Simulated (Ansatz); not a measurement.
Abridged output of a molecular run in Ansatz:

```
Functional definition: HF
1555 factors; integrals over basis functions are off by at most 1.3e-3 eV
mean field evaluation 1: about -24487.7497 eV, gradient 3.3e1 eV
mean field evaluation 2: about -24487.9997 eV, gradient 3.4e1 eV
mean field evaluation 4: about -24491.0988 eV, gradient 4.3e0 eV
mean field evaluation 8: about -24491.1602 eV, gradient 9.9e-2 eV
mean field -24491.16029124 eV, -900.0335399984 hartree, gradient 2.2e-6 eV, S^2 0.000000; 0 other end points of the search recorded, 0 dependent functions left out
16 core orbitals not correlated: weight in the atoms' cores, before any rotation towards them, 1.000 or more for the frozen orbitals, at most 0.000 for the correlated occupied ones
reference -24491.16029124 eV, -900.0335399984 hartree; 13, 13 occupied and 244, 244 virtual orbitals, 1555 factors
second order -16.27581445 eV of doubles, -0.00000000 eV of singles
cycle   1  -17.35232619 eV  change    -1.1e0 eV  update   1.0e-1
cycle   2  -17.95851360 eV  change   -6.1e-1 eV  update   3.1e-2
cycle   3  -18.04930287 eV  change   -9.1e-2 eV  update   1.3e-2
cycle   4  -18.03888479 eV  change    1.0e-2 eV  update   3.0e-3
cycle   5  -18.03917990 eV  change   -3.0e-4 eV  update   1.1e-3
cycle   6  -18.03906312 eV  change    1.2e-4 eV  update   2.7e-4
cycle   7  -18.03891976 eV  change    1.4e-4 eV  update   7.7e-5
cycle   8  -18.03894284 eV  change   -2.3e-5 eV  update   2.4e-5
perturbative correction -0.53987637 eV, -0.0198400907 hartree
Total energy: -24509.73911045 eV, -900.7162990113 hartree
```

Its atoms:

Cartesian coordinates in Å:
```
Al -0.067 0.962 -1.584
O 0.050 -0.178 0.056
Si 1.477 0.035 0.942
Si -1.410 -0.922 0.482
H -1.645 1.220 -1.473
H 0.935 2.095 -1.054
H 0.450 -0.010 -2.737
H 1.543 -1.115 1.877
H 2.595 0.010 -0.021
H 1.398 1.305 1.692
H -2.308 0.081 1.090
H -1.050 -1.964 1.474
H -1.969 -1.519 -0.746
```

Problem. Which basis set was used?
A. def2-TZVPPD
B. cc-pV(T+d)Z
C. cc-pV(Q+d)Z
D. def2-SVPD

Solution. B. It gives 273 functions.

Problem. Write the keys of the input that set method, charge and spin (a neutral closed shell needs none for the last two).

Solution. 
```yaml
correlation: {method: ccsd_t}
```
